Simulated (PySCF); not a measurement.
Cl2, charge +1, doublet, geometry from GFN2-xTB (a state made from the parent by changing its charge; the spin is typed, not shown lowest); TPSS/3-21G run with PySCF.

The PySCF input:
```python
from pyscf import gto, scf, dft

mol = gto.Mole()
mol.atom = '''
    Cl   -0.000000   -0.000000   -0.980432
    Cl    0.000000    0.000000    0.980432
'''
mol.basis = '3-21g'
mol.charge = 1
mol.spin = 1
mol.verbose = 4
mol.build()

mf = dft.UKS(mol)
mf.xc = 'tpss'
mf.conv_tol = 1e-11
mf.kernel()
```

It wrote (shortened):

```
PySCF version 2.14.0

[INPUT] verbose = 4
[INPUT] num. atoms = 2
[INPUT] num. electrons = 33
[INPUT] charge = 1
[INPUT] spin (= nelec alpha-beta = 2S) = 1
[INPUT] symmetry False subgroup None
[INPUT] Mole.unit = angstrom
[INPUT] Symbol           X                Y                Z      unit          X                Y                Z       unit  Magmom
[INPUT]  1 Cl     0.000000000000   0.000000000000  -0.980432000000 AA    0.000000000000   0.000000000000  -1.852747963760 Bohr   0.0
[INPUT]  2 Cl     0.000000000000   0.000000000000   0.980432000000 AA    0.000000000000   0.000000000000   1.852747963760 Bohr   0.0

nuclear repulsion = 77.9922595120722
number of shells = 14
number of NR pGTOs = 54
number of NR cGTOs = 26
basis = 3-21g
ecp = {}

******** <class 'pyscf.dft.uks.UKS'> ********
method = UKS
initial guess = minao
damping factor = 0
level_shift factor = 0
DIIS = <class 'pyscf.scf.diis.CDIIS'>
diis_start_cycle = 1
diis_space = 8
diis_damp = 0
SCF conv_tol = 1e-11
SCF conv_tol_grad = None
SCF max_cycles = 50
direct_scf = True
direct_scf_tol = 1e-13
number electrons alpha = 17  beta = 16
XC library pyscf.dft.libxc version 7.1.2
    S. Lehtola, C. Steigemann, M. J. T. Oliveira, and M. A. L. Marques,  SoftwareX 7, 1–5 (2018)
XC functionals = tpss
    J. Tao, J. P. Perdew, V. N. Staroverov, and G. E. Scuseria,  Phys. Rev. Lett. 91, 146401 (2003)
    J. P. Perdew, J. Tao, V. N. Staroverov, and G. E. Scuseria,  J. Chem. Phys. 120, 6898 (2004)
    J. Tao, J. P. Perdew, V. N. Staroverov, and G. E. Scuseria,  Phys. Rev. Lett. 91, 146401 (2003)
    J. P. Perdew, J. Tao, V. N. Staroverov, and G. E. Scuseria,  J. Chem. Phys. 120, 6898 (2004)
radial grids:
    Treutler-Ahlrichs [JCP 102, 346 (1995); DOI:10.1063/1.469408] (M4) radial grids

becke partition: Becke, JCP 88, 2547 (1988); DOI:10.1063/1.454033
pruning grids: <function nwchem_prune>
grids dens level: 3
symmetrized grids: False
atomic radii adjust function: <function treutler_atomic_radii_adjust>
small_rho_cutoff = 0
Set gradient conv threshold to 3.16228e-06
tot grids = 37760
init E= -915.585127950412

cycle= 1 E= -915.476910116394  delta_E= 0.108  |g|= 0.213  |ddm|= 1.27
cycle= 2 E= -915.497542246953  delta_E= -0.0206  |g|= 0.132  |ddm|= 0.55
cycle= 3 E= -915.507735950844  delta_E= -0.0102  |g|= 0.00274  |ddm|= 0.203
cycle= 4 E= -915.507742595552  delta_E= -6.64e-06  |g|= 0.000442  |ddm|= 0.00587
cycle= 5 E= -915.507742802689  delta_E= -2.07e-07  |g|= 8.37e-05  |ddm|= 0.00113
cycle= 6 E= -915.507742809546  delta_E= -6.86e-09  |g|= 3.93e-06  |ddm|= 0.000204
cycle= 7 E= -915.50774280957  delta_E= -2.46e-11  |g|= 6.45e-07  |ddm|= 4.21e-05
cycle= 8 E= -915.507742809582  delta_E= -1.14e-11  |g|= 6.4e-07  |ddm|= 4.1e-05
cycle= 9 E= -915.507742809587  delta_E= -5.57e-12  |g|= 6.4e-07  |ddm|= 2.05e-05
Extra cycle  E= -915.507742809598  delta_E= -1.08e-11  |g|= 6.4e-07  |ddm|= 3.92e-05
converged SCF energy = -915.507742809598  <S^2> = 0.75045121  2S+1 = 2.0004512
```
